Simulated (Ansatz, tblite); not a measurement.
Removing an electron: Zn3S3⁻. Charge -1, multiplicity 2. Geometry: B3LYP-D4/def2-SVPD. Ansatz, gas phase; energy differences of separate SCF runs; the oxidised species is a singlet (the triplet lies 2.72 eV higher at PBE0-D4/def2-TZVPD).

```xyz
6

Zn    0.653    1.666   -0.162
Zn   -1.200   -0.557   -1.221
Zn    0.589   -1.198    1.491
S    -0.930   -2.255    0.159
S    -0.747    1.521   -1.890
S     1.635    0.823    1.623
```

The xTB rows come from tblite. The structure comes from a short search, and lower isomers may exist.

**Question.** Estimate orbital energies and vertical ionisation energies at: GFN1-xTB; GFN2-xTB; PBE-D4/def2-TZVPD; PBE0-D4/def2-TZVPD; r2SCAN0-D4/def2-TZVPD.

**Answer.** 
```tsv
level	−HOMO (eV)	vertical IE (eV)	−LUMO (eV)	HOMO–LUMO gap (eV)
GFN1-xTB	–	4.69	–	–
GFN2-xTB	–	6.53	–	–
PBE-D4/def2-TZVPD	0.02	1.97	-0.56	0.58
PBE0-D4/def2-TZVPD	0.40	1.77	-1.35	1.75
r2SCAN0-D4/def2-TZVPD	0.56	1.81	-1.53	2.09
```

  HOMO and LUMO are the levels of the spin that leaves or enters (xTB has no such levels and no spin-polarisation term). Other spin states of the ions may lie lower, which would lower the ionisation energy or raise the affinity. Raw xTB energy differences between charge states are shifted by several eV; the methods need an empirical correction for them.
